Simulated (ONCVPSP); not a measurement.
# revPBE ONCV dataset for oxygen (O), scalar-relativistic all-electron reference.

ONCVPSP 4.0.1 was run on this input:

```
# ATOM AND REFERENCE CONFIGURATION
# atsym  z   nc   nv     iexc    psfile
  O 8.00    1    2  -102130      upf
#
#   n    l    f
    1    0    2.00
    2    0    2.00
    2    1    3.00
#
# PSEUDOPOTENTIAL AND OPTIMIZATION
# lmax
    1
#
#   l,   rc,      ep,       ncon, nbas, qcut
    0    0.75    0.00    4    7    7.50
    1    1.05    0.00    4    8   16.30
#
# LOCAL POTENTIAL
# lloc, lpopt,  rc(5),   dvloc0
    4    3    0.65    0.00
#
# VANDERBILT-KLEINMAN-BYLANDER PROJECTORs
# l, nproj, debl
    0    2    2.00
    1    1    4.00
#
# MODEL CORE CHARGE
# icmod, fcfact, rcfact
    0    0.00    0.00
#
# LOG DERIVATIVE ANALYSIS
# epsh1, epsh2, depsh
   -3.00    5.00    0.02
#
# OUTPUT GRID
# rlmax, drl
    6.00    0.01
#
# TEST CONFIGURATIONS
# ncnf
    4
# nvcnf
#   n    l    f
    2
    2    0    2.00
    2    1    4.00
#
    2
    2    0    2.00
    2    1    2.00
#
    2
    2    0    2.00
    2    1    1.00
#
    2
    2    0    2.00
    2    1    3.50
#
```

Command:

```bash
oncvpsp.x < O.dat > O.out
```

The program printed (shortened: citation, most of the input echo, consistency checks and plot data are left out):

```
ONCVPSP  (Optimized Norm-Conservinng Vanderbilt PSeudopotential)
scalar-relativistic version 4.0.1

#   n    l    f        energy (Ha)
    1    0    2.00    -1.9618947E+01
    2    0    2.00    -1.4595054E+00
    2    1    3.00    -8.9632833E-01

Reference configufation results
  iterations    21
  all-electron total energy (Ha)   -7.44590961D+01

Begin loop to  construct optimized pseudo wave functions
and semi-local pseudopoentials for all angular momenta

   Wellstate for l =  0  n =  3
     eigenvalue =   0.5405
     asymptotic potential =   1.0405
     half-point radius =  2.0969

Calculating optimized projector #   1

 for l=   0

    Fraction of norm inside rc  0.251577
    Optimizing pswf for qcut=   7.51 a_B^-1,  ecut=  28.23 Ha
    Residual kinetic energy error=  9.72D-03 Ha

    Energy error per electron        Cutoff
         Ha          eV             Ha
         0.01000     0.27211       28.04
         0.00100     0.02721       99.07
         0.00010     0.00272      194.30
         0.00001     0.00027      226.85

Calculating optimized projector #   2

 for l=   0

    Fraction of norm inside rc  0.056399
    Optimizing pswf for qcut=   7.51 a_B^-1,  ecut=  28.23 Ha
    Residual kinetic energy error=  3.51D-03 Ha

    Energy error per electron        Cutoff
         Ha          eV             Ha
         0.01000     0.27211       21.23
         0.00100     0.02721       58.51
         0.00010     0.00272      258.60
         0.00001     0.00027      314.63

Calculating optimized projector #   1

 for l=   1

    Fraction of norm inside rc  0.538982
    Optimizing pswf for qcut=  16.29 a_B^-1,  ecut= 132.61 Ha
    Residual kinetic energy error=  1.56D-09 Ha

    Energy error per electron        Cutoff
         Ha          eV             Ha
         0.01000     0.27211       47.63
         0.00100     0.02721       66.46
         0.00010     0.00272       82.85
         0.00001     0.00027       96.66

Construct Vanderbilt / Kleinmman-Bylander projectors

B matrix Hermiticity error, ll=   0
   1   2    1.0734E-04

  Orthonormal projector coefficients  6.0825E+01  8.4820E+00

Pseudoatom total energy  -15.192839

Diagnostic tests using Vanderbilt-Kleinman-Bylander pseudopotentials
  1 or more projectors used as specified by nproj input data

   l    rcore       rmatch      e in        delta e   norm test  slope test

   0   0.7525286   0.7753770  -1.4595054  -0.0000181   1.0000549   0.9999967
   0   0.7525286   0.7753770   0.5404946   0.0000420   1.0002324   1.0002324

   1   1.0519859   1.0839265  -0.8963283  -0.0000094   0.9999991   1.0000252

 Testing for bound ghosts
   n   l    E NL Schr. Eq   E Basis Diag.   E Cutoff

   1   0       -1.459523       -1.361571    328.76

   2   1       -0.896338       -0.879378    200.08

 Testing for highly-localized positive-energy ghosts
       l    <radius>/rc     E Basis Diag.   E Cutoff

       0        0.989127      318.902253    328.76  WARNING - GHOST(+)

Test configuration 0

   n   l     f        eae           eps        diff
   1   0  2.0000  -19.61894684
   2   0  2.0000   -1.45950537   -1.45952344   -1.81D-05
   2   1  3.0000   -0.89632833   -0.89633776   -9.44D-06

    Total energies and differences
      AE_ref= -7.44590961D+01  AE_tst= -7.44590961D+01  dif=  0.00D+00
      PS_ref= -1.51928388D+01  PS_tst= -1.51928388D+01  dif= -1.78D-15
      PSP excitation error=  1.78D-15

Test configuration 1

   n   l     f        eae           eps        diff
   1   0  2.0000  -18.92548516
   2   0  2.0000   -0.88190854   -0.88168152    2.27D-04
   2   1  4.0000   -0.32963442   -0.32966255   -2.81D-05

    Total energies and differences
      AE_ref= -7.44590961D+01  AE_tst= -7.50607173D+01  dif= -6.02D-01
      PS_ref= -1.51928388D+01  PS_tst= -1.57945357D+01  dif= -6.02D-01
      PSP excitation error=  7.57D-05

Test configuration 2

   n   l     f        eae           eps        diff
   1   0  2.0000  -20.50759344
   2   0  2.0000   -2.14653314   -2.14650312    3.00D-05
   2   1  2.0000   -1.58656790   -1.58558351    9.84D-04

    Total energies and differences
      AE_ref= -7.44590961D+01  AE_tst= -7.32271535D+01  dif=  1.23D+00
      PS_ref= -1.51928388D+01  PS_tst= -1.39611876D+01  dif=  1.23D+00
      PSP excitation error=  2.91D-04

Test configuration 3

   n   l     f        eae           eps        diff
   1   0  2.0000  -21.57568333
   2   0  2.0000   -2.92371356   -2.92201930    1.69D-03
   2   1  1.0000   -2.38342339   -2.37768731    5.74D-03

    Total energies and differences
      AE_ref= -7.44590961D+01  AE_tst= -7.12505511D+01  dif=  3.21D+00
      PS_ref= -1.51928388D+01  PS_tst= -1.19873554D+01  dif=  3.21D+00
      PSP excitation error=  3.06D-03

Test configuration 4

   n   l     f        eae           eps        diff
   1   0  2.0000  -19.24630476
   2   0  2.0000   -1.15524787   -1.15514105    1.07D-04
   2   1  3.5000   -0.59600535   -0.59606564   -6.03D-05

    Total energies and differences
      AE_ref= -7.44590961D+01  AE_tst= -7.48308306D+01  dif= -3.72D-01
      PS_ref= -1.51928388D+01  PS_tst= -1.55646127D+01  dif= -3.72D-01
      PSP excitation error=  3.94D-05
```

The run took about 3.1 s on one core of a shared server CPU.
